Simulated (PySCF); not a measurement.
Excitations are Tamm–Dancoff values on a coarser integration grid. The basis has no diffuse functions, so Rydberg states are missing or too high.

Cartesian coordinates (Å):
```xyz
19

C     -1.7364     1.6103     0.7862
O     -0.6273     0.8347     1.1889
Ge     0.4054     0.0819    -0.0748
Si     2.0906    -1.0028     1.2316
Si     0.9922     1.6327    -1.7996
O     -0.6293    -1.0930    -0.9573
C     -1.1517    -2.2007    -0.2542
H     -2.3139     1.8830     1.6845
H     -1.4293     2.5507     0.2850
H     -2.4067     1.0609     0.0980
H      3.0005     0.0295     1.8119
H      1.4622    -1.7903     2.3334
H      2.8872    -1.9172     0.3584
H      1.5848     2.8600    -1.1866
H     -0.2179     2.0060    -2.5902
H      2.0033     1.0040    -2.7013
H     -0.3617    -2.9244     0.0322
H     -1.8636    -2.7251    -0.9120
H     -1.6884    -1.9004     0.6659
```
Charge 0, multiplicity 1.

What HOMO–LUMO gap, S1 oscillator strength, S1–T1 gap (TDA), LUMO, T1 excitation (TDA), dipole moment, S1 excitation (TDA) and HOMO does PySCF with r2SCAN-D4/def2-TZVP // r2SCAN-D4/def2-SVP give?


```yaml
HOMO–LUMO gap: 5.36 eV
S1 oscillator strength: 0.010
S1–T1 gap (TDA): 0.50 eV
LUMO: -1.13 eV
T1 excitation (TDA): 4.97 eV
dipole_moment: 0.08 D
S1 excitation (TDA): 5.47 eV
HOMO: -6.48 eV
```
